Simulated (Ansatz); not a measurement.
```yaml
crystal:
  periodic: [false, false, false]
  atoms:
    - {symbol: C, position_ang: [0.455817, -2.427437, -0.604423]}
    - {symbol: Al, position_ang: [0.681214, -0.792260, 0.405943]}
    - {symbol: F, position_ang: [1.765635, -0.723527, 1.662024]}
    - {symbol: O, position_ang: [1.038111, 0.664188, -0.653905]}
    - {symbol: C, position_ang: [0.407683, 1.761972, -0.632937]}
    - {symbol: C, position_ang: [-0.738108, 2.024982, 0.107649]}
    - {symbol: C, position_ang: [-1.327441, 1.050517, 0.903634]}
    - {symbol: O, position_ang: [-0.900710, -0.130785, 1.063126]}
    - {symbol: H, position_ang: [0.120348, -3.248905, 0.035556]}
    - {symbol: H, position_ang: [-0.279808, -2.317909, -1.406696]}
    - {symbol: H, position_ang: [1.395793, -2.745635, -1.064847]}
    - {symbol: H, position_ang: [0.812015, 2.554124, -1.270814]}
    - {symbol: H, position_ang: [-1.194885, 3.002093, 0.044255]}
    - {symbol: H, position_ang: [-2.248462, 1.299281, 1.440034]}
basis:
  gaussian: {orbitals: STO-3G}
total_charge: 1
magnetization: {spin_polarized: true, initial_magnetization: 5}
hamiltonian: {xc: {name: r2SCAN0}}
accuracy: high
```

```sh
$ ansatz run in.yaml --threads 4 --pin off --events-out ev --progress --plain --max-ram 11315MiB
```

It prints (some lines left out):

```
Functional definition: r2SCAN0
1136 factors; integrals over basis functions are off by at most 5.8e-9 eV
mean field evaluation 1: about -17403.7190 eV, gradient 2.0e1 eV
mean field evaluation 2: about -17375.5143 eV, gradient 6.8e1 eV
mean field evaluation 4: about -17407.4620 eV, gradient 1.0e1 eV
mean field evaluation 8: about -17408.2420 eV, gradient 6.5e-1 eV
mean field evaluation 16: about -17408.2174 eV, gradient 4.3e-3 eV
mean field evaluation 32: about -17408.2174 eV, gradient 1.8e-7 eV
mean field -17408.21740561 eV, -639.7401899426 hartree, gradient 5.4e-8 eV, S^2 8.773909; 4 other end points of the search recorded, 0 dependent functions left out
reference -17408.21740658 eV, -639.7401899782 hartree; 36, 31 occupied and 14, 19 virtual orbitals, 1136 factors
Total energy: -17408.21740658 eV, -639.7401899782 hartree
```

Task: What is wrong with this run?

Result: The spin is set far too high for this molecule. The calculation finished and met its thresholds. The result belongs to that input, not to the molecule as meant.
